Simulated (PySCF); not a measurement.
**Structure from NMR data**

An unknown has the formula C8H9NSi. Its calculated NMR data are:

1H NMR (500 MHz, computed): δ 7.05 (d, 1H), 6.93 (m, 2H), 6.68 (d, 2H), 6.13 (m, 1H), 3.82 (d, 3H).

13C{1H} NMR (computed): δ 151.6 (CH), 148.4 (CH, 2C), 145.0 (CH, 2C), 132.0 (CH), 121.9 (C), 56.4 (C).

PySCF calculation with PBE0/pcSseg-1 with gauge-including orbitals and geometry: GFN2-xTB; single conformer, rapidly exchanging positions averaged, no solvent, non-relativistic Hamiltonian.

Referencing at the same level of theory: TMS for 1H, 13C.

Which candidate is it?
A. N#CC1(/C=C\[SiH3])C=CC=C1
B. C#C[Si@@H]1CC=C(C#N)CC1
C. C#C[SiH2]/C(=C\C#N)C(=C)C

## Answers

A. 

1. The formula gives 6 degrees of unsaturation (1 ring in the answer).
2. 6 carbon signals for 8 carbons: some carbons are equivalent by symmetry or fast rotation.
3. Carbon types of the structure: 2 × C, 6 × CH, leaving 3 H on heteroatoms.
4. δC 151.6, 148.4, 145.0, 132.0: alkene CH; the olefinic region.
5. δC 121.9: nitrile carbon; typical of a nitrile.
6. δC 56.4: allylic quaternary sp3 carbon.
7. δH 7.05, 6.93, 6.68, 6.13: hydrogen on an alkene CH; olefinic region.
8. δH 3.82: hydrogen on a silicon bonded to C.

The others: C#C[Si@@H]1CC=C(C#N)CC1 would give 8 carbon signals, not 6; C#C[SiH2]/C(=C\C#N)C(=C)C would give 8 carbon signals, not 6.

Shifts are as computed. Against solution values, carbons near 30 ppm lie about +3 ppm off and those near 130 ppm about +5 ppm. Of 1309 compounds with measured shifts, 239 miss one by over three times the rms of a fit or turn the order of signals round; such compounds aren't used in these exercises. No couplings were computed; multiplicities are counted from neighbouring protons, with m where these are inequivalent, close in shift, in a saturated or five-membered ring or joined by F or P, and br s for small geminal =CH2 splittings.
